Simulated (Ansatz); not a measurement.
Abridged output of a molecular run in Ansatz:

```
Functional definition: HF
1692 factors; integrals over basis functions are off by at most 1.1e-3 eV
mean field evaluation 1: about -7961.7739 eV, gradient 7.2e1 eV
mean field evaluation 2: about -7961.8974 eV, gradient 7.2e1 eV
mean field evaluation 4: about -7971.1859 eV, gradient 4.7e0 eV
mean field evaluation 8: about -7971.2912 eV, gradient 4.5e-1 eV
mean field evaluation 16: about -7971.2925 eV, gradient 1.1e-6 eV
mean field -7971.29248380 eV, -292.9395956434 hartree, gradient 1.1e-6 eV, S^2 0.000000; 0 other end points of the search recorded, 0 dependent functions left out
4 core orbitals not correlated: weight in the atoms' cores, before any rotation towards them, 1.000 or more for the frozen orbitals, at most 0.000 for the correlated occupied ones
reference -7971.29248380 eV, -292.9395956434 hartree; 20, 20 occupied and 254, 254 virtual orbitals, 1692 factors
second order -33.78593808 eV of doubles, -0.00000000 eV of singles
cycle   1  -33.32017721 eV  change    4.7e-1 eV  update   1.5e-1
cycle   2  -34.07967341 eV  change   -7.6e-1 eV  update   5.6e-2
cycle   3  -34.31907444 eV  change   -2.4e-1 eV  update   2.8e-2
cycle   4  -34.30439362 eV  change    1.5e-2 eV  update   8.6e-3
cycle   5  -34.29587256 eV  change    8.5e-3 eV  update   3.4e-3
cycle   6  -34.29766006 eV  change   -1.8e-3 eV  update   1.2e-3
cycle   7  -34.29733448 eV  change    3.3e-4 eV  update   4.1e-4
cycle   8  -34.29716786 eV  change    1.7e-4 eV  update   1.6e-4
cycle   9  -34.29726815 eV  change   -1.0e-4 eV  update   5.8e-5
cycle  10  -34.29727761 eV  change   -9.5e-6 eV  update   2.6e-5
perturbative correction -1.39798405 eV, -0.0513749662 hartree
Total energy: -8006.98774545 eV, -294.2513723142 hartree
```

Its atoms:

Cartesian coordinates in Å:
```
C -0.9627 0.2660 -1.4930
Zr 0.1357 0.1650 0.4564
N 1.2152 -1.5605 0.3861
O 1.3233 1.6820 0.4451
O -1.2382 0.0249 1.7995
H -1.6290 -0.5939 -1.6232
H -1.5771 1.1728 -1.5522
H -0.2708 0.2789 -2.3423
H 0.9074 -2.4624 0.7230
H 2.1683 -1.6470 0.0606
H 1.7683 2.5057 0.6176
H -1.8405 0.1686 2.5225
```

Question: Which basis set was used?
A. def2-TZVPP
B. cc-pV(Q+d)Z
C. cc-pV(D+d)Z
D. def2-SVP

Answer: A. It gives 278 functions.

Question: Write the keys of the input that set method, charge and spin (a neutral closed shell needs none for the last two).

Answer: 
```yaml
correlation: {method: ccsd_t}
```
